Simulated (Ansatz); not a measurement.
C$_{3}$H$_{9}$AlOS (`C[CH2][Al]([SH])[O]C`), relaxed with RKS PBE0-D4/def2-TZVP in Ansatz from a GFN2-xTB geometry. The force threshold is 0.005 eV/Å; the program also tests the step.

Total charge 0; spin multiplicity 1.

Start:

```xyz
15

C     2.586    0.222   -0.824
C     1.360    0.856   -0.157
Al   -0.121   -0.475    0.081
S     0.315   -2.636   -0.104
O    -1.677   -0.067    0.448
C    -2.964    0.386    0.751
H     2.887   -0.684   -0.300
H     3.431    0.910   -0.827
H     2.365   -0.053   -1.854
H     1.653    1.262    0.819
H     1.019    1.719   -0.740
H    -0.932   -2.960    0.214
H    -2.919    1.118    1.559
H    -3.592   -0.452    1.064
H    -3.410    0.855   -0.129
```

**Question.** How much energy does the relaxation release, and in how many steps? (Estimate.)

**Answer.** Computed: 0.13 eV, in 34 steps, 1 of them rejected.

**Question.** Which bonds change most? (An estimate is asked.)

**Answer.** The calculation gave: C2–Al3 from 2.005 to 1.945 Å; Al3–O5 from 1.650 to 1.684 Å; Al3–S4 from 2.212 to 2.194 Å; S4–H12 from 1.327 to 1.344 Å.

**Question.** Give the relaxed structure. (Estimate.)

**Answer.** Computed: 
```xyz
15

C     2.672    0.116   -0.709
C     1.429    0.915   -0.319
Al   -0.156   -0.156    0.031
S    -0.059   -2.341   -0.149
O    -1.605    0.580    0.472
C    -2.907    0.205    0.794
H     2.963   -0.590    0.075
H     3.532    0.765   -0.894
H     2.509   -0.471   -1.617
H     1.626    1.523    0.573
H     1.177    1.641   -1.102
H    -1.350   -2.509    0.186
H    -3.158    0.538    1.806
H    -3.058   -0.883    0.753
H    -3.617    0.667    0.100
```
